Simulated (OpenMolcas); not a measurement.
## Kr VII: effect of the basis set

```
Program             : OpenMolcas 26.06
Method              : CASSCF
Active space        : 2 electrons in 4 orbitals (4s 4p)
State averaging     : 2S+1 = 3 even, 3 roots; 2S+1 = 1 even, 7 roots (6 in the spin-orbit step); 2S+1 = 3 odd, 3 roots; 2S+1 = 1 odd, 3 roots
Spin-orbit coupling : RASSI with atomic mean-field integrals over the reference wave functions, term energies averaged over their components
```

A. ANO-RCC-VDZP [5s4p2d], DKH2, point nucleus; cost of the order of 7 core-seconds
B. ANO-RCC-VTZP [6s5p3d1f], DKH2, point nucleus; cost roughly 11 core-seconds
C. ANO-RCC-VQZP [7s6p4d2f1g], DKH2, point nucleus; cost of the order of 22 core-seconds
D. ANO-R2 [6s5p4d3f1g], X2C, finite nucleus; cost of the order of 12 core-seconds
E. ANO-R3 [7s6p5d4f2g1h], X2C, finite nucleus; cost about 24 core-seconds

Energies in cm-1 above 4s2 1S0, the measured ground level; measured values from Saloman, J. Phys. Chem. Ref. Data 36, 215 (2007).

```csv
Level,A,B,C,D,E,Measured
4s2 1S0,0.0,0.0,0.0,0.0,0.0,0.0
4s 4p 3P* 0,116067,114785,114833,114513,115173,117390
4s 4p 3P* 1,118427,117366,117343,117119,117661,120095
4s 4p 3P* 2,123731,123188,122996,123020,123266,126553
4s 4p 1P* 1,182584,182488,182496,181169,182604,170835
```

Deviations, from unrounded energies. A percentage is the sum of absolute deviations over the sum of measured energies, with the sign that they share, or ± where signs differ.

```
           Against measurement  Levels     A     B     C     D     E
mean absolute deviation (cm-1)       4  4400  5100  5100  4900  4900
      other configurations (%)       4  ±3.3  ±3.8  ±3.8  ±3.7  ±3.7
```

A lies closest to measurement on these levels and C furthest from it. The largest miss of A in the table is 4s 4p 1P* 1, by +12000 cm-1. The ranking rests on the paired levels alone, and a cruder setting can come out closer through cancelling errors.

Among A to E the level of the table that moves most is 4s 4p 3P* 0, by 1600 cm-1 (lowest in D, highest in A).

Some high roots are left out of the spin-orbit mixing, which shifts the levels that they would mix with. The basis is small and was not contracted for so high a charge (holds for A). Computed and measured levels are paired by configuration, term and J; levels that our copy of the source lacks, or whose pairing is in doubt (as where it misses far off the trend of its configuration), stay unpaired and out of the deviations. Levels of configurations outside the active space are missing. The table leaves out levels that lie high or whose names do not pair safely across all columns.

* marks odd parity.
